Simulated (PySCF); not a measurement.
A series of related molecules.

All values: wB97X-D/def2-SVPD (PySCF) at PBE0-D3(BJ)/def2-SVP geometries, gas phase, one conformer each. Core orbitals are frozen in the response; Δα² is half the sum of the squared differences of the principal polarisabilities. The calculation is non-relativistic, for germanium too.

Question: Rank by HOMO–LUMO gap, highest first.
A. `[CH2]1[GeH2][CH2]C=C1S(O)(=O)=O`
B. `COCC1=C[CH2][GeH2][CH2]1`
C. `CC(C)C1=C[CH2][GeH2][CH2]1`
D. `FC(F)(F)SC1=C[CH2][GeH2][CH2]1`

Answer: B (10.80 eV), A (10.66 eV), C (10.50 eV), D (10.32 eV).

Question: Rank by polarisability anisotropy Δα, highest first.
A. `[F:1][C:2]([F:3])([F:4])[S:5][C:6]1=[CH:7][CH2:8][GeH2:9][CH2:10]1` with C2–S5–C6–C7 98°
B. `[O:1]=[S:2](=[O:3])([OH:4])[C:5]1=[CH:6][CH2:7][GeH2:8][CH2:9]1` with O1–S2–O4–H 154°, O1–S2–C5–C6 -135°
C. `[CH3:1][O:2][CH2:3][C:4]1=[CH:5][CH2:6][GeH2:7][CH2:8]1` with C1–O2–C3–C4 -176°, O2–C3–C4–C5 -129°
D. `[CH3:1][CH:2]([CH3:3])[C:4]1=[CH:5][CH2:6][GeH2:7][CH2:8]1` with C1–C2–C4–C5 62°

Answer: A (5.99 Å³), C (5.74 Å³), B (5.18 Å³), D (4.65 Å³).

Question: Rank by vertical ionisation energy (ΔSCF), lowest first.
A. `CC(C)C1=C[CH2][GeH2][CH2]1`
B. `C(F)(F)(SC1[CH2][GeH2][CH2]C=1)F`
C. `O=S(=O)(O)C1=C[CH2][GeH2][CH2]1`
D. `COCC1=C[CH2][GeH2][CH2]1`

Answer: A (8.52 eV), D (8.82 eV), B (9.42 eV), C (9.99 eV).

All values together:

```csv
SMILES,formula,μ (D),HOMO (eV),LUMO (eV),α (Å³),Δα (Å³),electrons,α per electron (Å³),ΔSCF removal energy (eV)
O=S(=O)(O)C1=C[CH2][GeH2][CH2]1,C4H8GeO3S,5.04,-9.94,0.73,15.46,5.18,104,0.149,9.99
FC(F)(F)SC1=C[CH2][GeH2][CH2]1,C5H7F3GeS,2.75,-9.30,1.02,16.25,5.99,112,0.145,9.42
COCC1=C[CH2][GeH2][CH2]1,C6H12GeO,1.36,-8.76,2.04,15.70,5.74,88,0.178,8.82
CC(C)C1=C[CH2][GeH2][CH2]1,C7H14Ge,0.52,-8.51,1.99,16.52,4.65,88,0.188,8.52
```

Conformers: `[O:1]=[S:2](=[O:3])([OH:4])[C:5]1=[CH:6][CH2:7][GeH2:8][CH2:9]1` with O1–S2–O4–H 154°, O1–S2–C5–C6 -135°; `[F:1][C:2]([F:3])([F:4])[S:5][C:6]1=[CH:7][CH2:8][GeH2:9][CH2:10]1` with C2–S5–C6–C7 98°; `[CH3:1][O:2][CH2:3][C:4]1=[CH:5][CH2:6][GeH2:7][CH2:8]1` with C1–O2–C3–C4 -176°, O2–C3–C4–C5 -129°; `[CH3:1][CH:2]([CH3:3])[C:4]1=[CH:5][CH2:6][GeH2:7][CH2:8]1` with C1–C2–C4–C5 62°.
